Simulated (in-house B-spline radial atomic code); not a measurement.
Results of a calculation; reference values are marked as such.
# Building a PAW p channel for Ca, r_c = 1.1 bohr

Ca, [Ar] 4s2, non-relativistic LDA (VWN5), spherical and spin-unpolarised, from a B-spline radial code for spherical atoms (atomic units; all potentials screened as in the neutral atom).

Two all-electron partial waves φ1, φ2 are integrated outwards at E1 = ε(3p) = -1.030573 and E2 = E1 + 2 hartree; φ1 is the bound orbital and φ2 has unit norm inside r_c = 1.1026 bohr. Smooth partners are polynomials, r^2(a0 + a1 r² + a2 r⁴ + a3 r⁶), matched to φ and three derivatives at r_c, with no condition on the norm. The local potential is -17.4427 + (30.1105) r² + (-23.5435) r⁴ + (7.02207) r⁶ inside 0.9028 bohr and the all-electron one outside.

```csv
wave,φ(r_c),φ'(r_c),a0,a1,a2,a3
1,0.9443515,-0.1492798,2.379426,-2.110208,0.789843,-0.113859
2,0.9565398,-2.824281,5.188841,-6.147071,2.576487,-0.4100568
```

Inside r_c the overlaps are <φi φj> = [[0.41174, 0.63108], [0.63108, 1.00000]] and, for the smooth waves, [[0.42369, 0.65980], [0.65980, 1.06430]]. With χj = (Ej − T − V_local) applied to smooth wave j, the program's quadrature gives the matrix B_ij = <smooth i, χj> as [[0.72959, 1.42448], [1.36705, 2.69966]].

(1) Check the match of the first wave, and find the augmentation charges q_ij.

(2) B isn't symmetric. Show that D_ij = B_ij + Ej q_ij is.

Solving (T + V_local + Σ p D p) ψ = E (1 + Σ p q p) ψ in a sphere of 9 bohr gives these levels:

```csv
all-electron,one projector,two projectors
-1.030570,-1.030570,-1.030570
-0.040170,-0.040501,-0.040171
0.212418,0.211609,0.212416
0.615862,0.613658,0.615861
1.168200,1.162880,1.168190
```

(3) What does the second projector gain?

## Answers

(1) At r_c the four terms are 2.89273, -3.11887, 1.41922, -0.24872, which sum to 0.9444, φ1(r_c) to rounding. q_ij is the all-electron overlap less the smooth one: [[-0.01195, -0.02871], [-0.02871, -0.06430]]. The smooth first wave has a norm of 0.4237 inside r_c against 0.4117, so q11 is negative and must stay small enough for the overlap operator to be positive.

(2) Integrating by parts gives B12 − B21 = (E1 − E2) q12: 1.42448 − (1.36705) = 0.05743, and −2 × (-0.02871) = 0.05743. So D12 = 1.42448 + (0.969427)(-0.02871) = 1.39664 and D21 = 1.36705 + (-1.030573)(-0.02871) = 1.39664; D11 = 0.74190, D22 = 2.63733. The projectors, p = (B⁻¹)ᵀ χ, are dual to the smooth waves; det B = 0.022, small beside B11 B22, as the two smooth waves look alike inside r_c.

(3) With one projector the errors are 0.00, -0.33, -0.81, -2.20, -5.32 millihartree. With two the errors are 0.00, 0.00, 0.00, 0.00, -0.01 millihartree. The scattering is exact at E1 and at E2 = 0.969, and over all levels compared the largest error is under 0.01 millihartree. The lowest eigenvalue of the overlap operator is 0.9285 with one and 0.7707 with two projectors. The smooth orbital alone needs a cutoff of 14.8 hartree for 1 millihartree of kinetic energy, against 28 for a norm-conserving Troullier-Martins orbital of the same radius; part of the gain comes from giving up the norm, part from the simpler form.
